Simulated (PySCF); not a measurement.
# 17O chemical shifts

In vacuum, non-relativistic, one conformer, one averaged value for each set of equivalent atoms. Shieldings: GIAO PBE0/pcSseg-1; GFN2-xTB geometry; PySCF.

Shieldings were converted by a linear fit to measured shifts: 17O (scatter 10.7 ppm rms, 12.2 ppm with the 3 outliers that the fit left out vs liquid water, solution or neat liquid). A few per cent of atoms miss by over 2 rms, more outside the fitted compound classes.

(1) Give the 17O shifts of `C#CC(=C=CC(=O)O)C=O`, `C=C(F)/C=C\C(=O)O`, `C=C(F)/C=C\C(=O)O`, `CO[C@@H]1[C@H]([SiH3])[C@@H]1S(C)(=O)=O`, `O=COC1=CC[C@H]1F`.

(2) Match the shifts 582.1, 67.7, -14.8 ppm to `COc1ccpcc1`, `CS[SiH2]C([SiH3])([SiH3])C=O`, `CCC[Si@H](N)O[SiH3]`.

## Answers

(1) 
```
                                                                    compound                environment  δ (ppm)
            [CH:1]#[C:2][C:3](=[C:4]=[CH:5][C:6](=[O:7])[OH:8])[CH:9]=[O:10]       O10: aldehyde oxygen    592.5
            [CH:1]#[C:2][C:3](=[C:4]=[CH:5][C:6](=[O:7])[OH:8])[CH:9]=[O:10]        O7: carbonyl oxygen    386.7
            [CH:1]#[C:2][C:3](=[C:4]=[CH:5][C:6](=[O:7])[OH:8])[CH:9]=[O:10]   O8: acid hydroxyl oxygen    151.1
                      [CH2:1]=[C:2]([F:3])/[CH:4]=[CH:5]\[C:6](=[O:7])[OH:8]        O7: carbonyl oxygen    371.8
                      [CH2:1]=[C:2]([F:3])/[CH:4]=[CH:5]\[C:6](=[O:7])[OH:8]   O8: acid hydroxyl oxygen    162.5
                      [CH2:1]=[C:2]([F:3])/[CH:4]=[CH:5]\[C:6](=[O:7])[OH:8]        O7: carbonyl oxygen    371.8
                      [CH2:1]=[C:2]([F:3])/[CH:4]=[CH:5]\[C:6](=[O:7])[OH:8]   O8: acid hydroxyl oxygen    162.5
[CH3:1][O:2][C@@H:3]1[C@H:4]([SiH3:5])[C@@H:6]1[S:7]([CH3:8])(=[O:9])=[O:10]             O9: S=O oxygen    172.4
[CH3:1][O:2][C@@H:3]1[C@H:4]([SiH3:5])[C@@H:6]1[S:7]([CH3:8])(=[O:9])=[O:10]            O10: S=O oxygen    164.9
[CH3:1][O:2][C@@H:3]1[C@H:4]([SiH3:5])[C@@H:6]1[S:7]([CH3:8])(=[O:9])=[O:10]           O2: ether oxygen     -6.0
                          [O:1]=[CH:2][O:3][C:4]1=[CH:5][CH2:6][C@H:7]1[F:8]  O1: ester carbonyl oxygen    385.6
                          [O:1]=[CH:2][O:3][C:4]1=[CH:5][CH2:6][C@H:7]1[F:8]    O3: ester alkoxy oxygen    197.4
```

(2) 582.1: CS[SiH2]C([SiH3])([SiH3])C=O (aldehyde oxygen); 67.7: COc1ccpcc1 (ether oxygen); -14.8: CCC[Si@H](N)O[SiH3] (oxygen bonded to 2 Si).

In solution the two oxygens of a carboxylic acid give one averaged line by proton exchange, and hydrogen bonding shields acid and N–H amide carbonyl oxygens by tens of ppm; neither is in these numbers.
